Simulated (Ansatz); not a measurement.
Other settings, tried on BiCl3.

```yaml
crystal:
  periodic: [false, false, false]
  atoms:
    - {symbol: Bi, position_ang: [-0.004583, 0.004860, 0.885257]}
    - {symbol: Cl, position_ang: [2.168669, -0.030630, -0.284442]}
    - {symbol: Cl, position_ang: [-1.056859, 1.890460, -0.310587]}
    - {symbol: Cl, position_ang: [-1.107227, -1.864690, -0.290228]}
basis:
  gaussian: {orbitals: def2-SVP}
hamiltonian: {xc: {name: PBE-QIDH}}
scf: {omitted_lower_state_checks: [starts]}
output: {forces: true}
```

```sh
$ ansatz run in.yaml --threads 4 --pin off --events-out ev --progress --plain --max-ram 3916MiB
```

Output, abridged:

```
Functional definition: PBE-QIDH
807 factors; integrals over basis functions are off by at most 2.7e-4 eV
mean field evaluation 1: about -43362.2607 eV, gradient 2.5e1 eV
mean field evaluation 2: about -43362.3834 eV, gradient 2.5e1 eV
mean field evaluation 4: about -43364.6266 eV, gradient 9.9e-1 eV
mean field evaluation 8: about -43364.6433 eV, gradient 9.4e-2 eV
mean field evaluation 16: about -43364.6433 eV, gradient 4.3e-5 eV
mean field -43364.64334425 eV, -1593.6212492903 hartree, gradient 2.0e-6 eV, S^2 0.000000; 0 other end points of the search recorded, 0 dependent functions left out
19 core orbitals not correlated: weight in the atoms' cores, before any rotation towards them, 1.000 or more for the frozen orbitals, at most 0.000 for the correlated occupied ones
reference -43364.64335299 eV, -1593.6212496114 hartree; 18, 18 occupied and 43, 43 virtual orbitals, 807 factors
second order -15.51999801 eV of doubles, -0.00000000 eV of singles
Total energy: -43369.81668566 eV, -1593.8113660804 hartree
Atom 0 at    -0.004583     0.004860     0.885257 Å, force     0.002741    -0.002439    -0.443179 eV/Å
Atom 1 at     2.168669    -0.030630    -0.284442 Å, force    -0.328203     0.005195     0.146281 eV/Å
Atom 2 at    -1.056859     1.890460    -0.310587 Å, force     0.158911    -0.286170     0.149993 eV/Å
Atom 3 at    -1.107227    -1.864690    -0.290228 Å, force     0.166551     0.283414     0.146905 eV/Å
Dipole moment:    -0.004581     0.004905     0.893373 e Å
Checks for a lower state left out: starts
```

Run time 2.6 s (4 threads of Arm Neoverse V2 on a shared host).

In the def2 sets Bi takes a core potential; there is no spin–orbit coupling. Correlated methods freeze 19 core orbitals; core or outer-core shells of Bi are correlated, in sets that lack core-valence functions.
